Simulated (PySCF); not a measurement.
C2H13NOSi3, SMILES C[Si](C)(N[SiH3])O[SiH3]. Atoms are numbered in the order given.

```xyz
20

C      0.1950    -0.5092    -2.0071
Si    -0.0424     0.1706    -0.2709
C     -0.5538     1.9783    -0.3256
N      1.3872    -0.0653     0.7164
Si     2.9913     0.5844     0.4942
O     -1.2159    -0.7314     0.5397
Si    -2.8270    -1.1486     0.4135
H      1.0308     0.0123    -2.5182
H      0.4387    -1.5901    -1.9726
H     -0.7147    -0.3753    -2.6281
H      0.2527     2.5977    -0.7703
H     -1.4679     2.1275    -0.9365
H     -0.7506     2.3587     0.6969
H      1.2239    -0.6716     1.5268
H      4.0423    -0.4845     0.3225
H      3.4387     1.4614     1.6377
H      2.9445     1.4176    -0.7590
H     -3.0915    -1.9023    -0.8648
H     -3.7053     0.0764     0.4324
H     -3.1782    -2.0235     1.5820
```
Charge 0, spin multiplicity 1.

Coordinates come from a PBE-D3(BJ)/def2-SVP optimisation. The values are those of a single conformer.

Level of theory: PBE/def2-SVP run with PySCF.

Computed frontier levels, gap, dipole moment and polarisability:
| Property | Value |
|---|---|
| highest occupied level | -5.73 eV |
| lowest empty level | -0.30 eV |
| orbital gap | 5.43 eV |
| dipole moment | 0.50 D |
| quadrupole, principal values (traceless, Buckingham form, about the centre of nuclear charge) | -2.81, -1.10, 3.91 D·Å |
| mean static polarisability | 103.8 bohr³ (15.38 Å³) |
| polarisability, principal values | 94.8, 95.9, 120.6 bohr³ |
